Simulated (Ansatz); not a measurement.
`[CH3][Ge]([F])([F])[Br]` → `FBr` + `[CH3][Ge][F]` at 600 K and 1 bar (germylene formation by 1,1-elimination).

Computed with Ansatz on PBE0-D4/def2-TZVP structures; ΔE is electronic, products minus reactants. CCSD(T)/CBS adds triple-zeta CCSD(T) − MP2 to the extrapolated MP2 energy (def2 sets, frozen cores). For Br, Ge outer-core shells are correlated without core-valence functions, which leaves a few kJ/mol of doubt a bond. Scalar relativity is left out up to krypton.

```json
{"species": "`[CH3][Ge]([F])([F])[Br]`", "CCSD(T)/CBS energy (Eh)": "-4889.01358", "H − E (kJ/mol)": "170.2", "S (J/(mol·K))": "452.2"}
{"species": "`FBr`", "CCSD(T)/CBS energy (Eh)": "-2673.03720", "H − E (kJ/mol)": "23.6", "S (J/(mol·K))": "252.6"}
{"species": "`[CH3][Ge][F]`", "CCSD(T)/CBS energy (Eh)": "-2215.78112", "H − E (kJ/mol)": "135.6", "S (J/(mol·K))": "354.9"}
```

H − E and S are ideal-gas, rigid-rotor, harmonic terms from PBE0-D4/def2-TZVP. 1 Eh = 2625.50 kJ/mol, R = 8.31446 J/(mol·K).

Problem. By hand: ΔE, ΔH, ΔS and ΔG.

Solution. ΔE = (-2673.03720) + (-2215.78112) − (-4889.01358) = 0.19526 Eh = 512.7 kJ/mol. Δ(H − E) = 23.6 + 135.6 − 170.2 = -11.0, so ΔH = 501.7 kJ/mol. ΔS = 252.6 + 354.9 − 452.2 = 155.3 J/(mol·K). ΔG = 501.7 − 600 × (155.3)/1000 = 408.5 kJ/mol.

Problem. By hand: the equilibrium constant, and the temperature at which ΔG would vanish if ΔH and ΔS stayed fixed.

Solution. log₁₀ K = −ΔG/(RT ln 10) = -35.6. ΔG = 0 at ΔH/ΔS = 3231 K, far beyond where these terms or the molecules hold.

The number of gas molecules changes by +1, which sets the sign of ΔS. A doubt of 5 kJ/mol in ΔE shifts log₁₀ K by 0.4 here. These are equilibria of isolated gas molecules and say nothing of rates. Largest T1 diagnostic: 0.013 (customary marks: 0.02 for closed shells, 0.045 for open ones).
